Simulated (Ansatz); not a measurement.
Relaxation of Cl3H3OSn (8 atoms, charge 0, multiplicity 1), to a largest force component of 0.03 eV/Å in at most 50 steps.

Theory: RKS PBE0/def2-SVP in Ansatz.

```xyz
8
Properties=species:S:1:pos:R:3
Sn 0.016 -0.669 -0.434
O 0.602 0.233 2.527
H -0.278 0.622 2.631
H 1.459 0.208 -0.580
Cl -1.829 0.572 0.298
Cl -0.636 -1.550 -2.496
Cl 0.203 -2.578 0.997
H 0.457 -0.713 2.755
```

**Question.** Where does it end, and by what steps?

**Answer.** The run converged. After 5 steps the energy has fallen by 0.180 eV; O2 moved furthest, 0.39 Å.

```
step  energy less start (eV)  largest force component (eV/Å)  accepted
   0                  0.0000                           0.828       yes
   1                 -0.0634                           1.064       yes
   2                 -0.1034                           1.097       yes
   3                 -0.1306                           1.350       yes
   4                 -0.1789                           0.094       yes
   5                 -0.1799                           0.023       yes
```

```xyz
8
Properties=species:S:1:pos:R:3
Sn 0.042 -0.636 -0.189
O 0.534 0.142 2.158
H -0.280 0.598 2.417
H 1.478 0.226 -0.432
Cl -1.905 0.570 0.377
Cl -0.551 -1.435 -2.322
Cl 0.141 -2.660 1.018
H 0.535 -0.679 2.672
```

Whether the end is a true minimum wasn't checked by a vibrational analysis.

Time of the run: 9.5 s on 4 threads of Intel(R) Xeon(R) Platinum 8488C (Sapphire Rapids), on a shared host, peak memory 0.31 GiB.
